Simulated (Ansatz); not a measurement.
`CS[SiH2]O[SiH3]` → silanol + `CS[SiH]`  (silylene formation by 1,1-elimination)

Program: Ansatz. Geometries: PBE0-D4/def2-TZVP. ΔE: electronic, gas phase. CBS: MP2 limit from def2 TZ/QZ plus the TZ coupled-cluster correction, frozen cores. DFT in def2-TZVPP. Each species was taken in one conformer, which may not be the lowest.

`CS[SiH2]O[SiH3]`:

Z-matrix (Å, degrees):
```
C
S 1 1.818
H 1 1.089 2 111.1
H 1 1.089 2 106.8 3 118.7
H 1 1.090 2 110.9 3 -122.7
Si 2 2.118 1 99.8 3 67.8
O 6 1.636 2 112.7 1 -67.5
H 6 1.483 2 110.2 1 51.1
H 6 1.482 2 105.2 1 172.0
Si 7 1.641 6 139.1 2 -31.9
H 10 1.483 7 107.6 6 -173.4
H 10 1.487 7 110.1 6 67.4
H 10 1.485 7 110.8 6 -53.5
```

`O[SiH3]`:

Z-matrix (Å, degrees):
```
Si
O 1 1.648
H 1 1.489 2 111.7
H 1 1.489 2 111.7 3 120.9
H 1 1.481 2 105.9 3 -119.6
H 2 0.957 1 117.9 3 -60.5
```

`CS[SiH]`:

Z-matrix (Å, degrees):
```
C
S 1 1.812
H 1 1.090 2 110.6
H 1 1.090 2 108.9 3 -120.6
H 1 1.090 2 108.9 3 120.6
Si 2 2.094 1 103.9 3 -0.0
H 6 1.525 2 89.2 1 -180.0
```

| level | ΔE (kJ/mol) |
| --- | --- |
| PBE0-D4 | 272.1 |
| ωB97M-V | 269.6 |
| r2SCAN | 277.0 |
| PBE0 | 260.8 |
| MP2/def2-TZVPP | 286.7 |
| CCSD(T)/def2-TZVPP | 270.0 |
| HF/CBS(def2) | 284.4 |
| MP2/CBS(def2) | 291.8 |

(1) What does CCSD(T)/CBS give? (An estimate is asked.)

Largest T1 diagnostic among the species: 0.016.

Answers

(1) Computed: +275.2 kJ/mol. The listed levels differ from it by -3.1, -5.6, 1.8, -14.4, 11.5, -5.2, 9.2, 16.6 kJ/mol.

The D4 term adds +19.7 kJ/mol with B3LYP and +11.3 kJ/mol with PBE0; it sums over pairs of atoms, weighted by their polarisabilities, and B3LYP, whose exchange is more repulsive, gets the larger term. From PBE to PBE0 (25 % exact exchange), in def2-TZVPP and without D4, ΔE moves by +20.9 kJ/mol.

B3LYP here is the variant with VWN-RPA as its local correlation; programs differ in this.
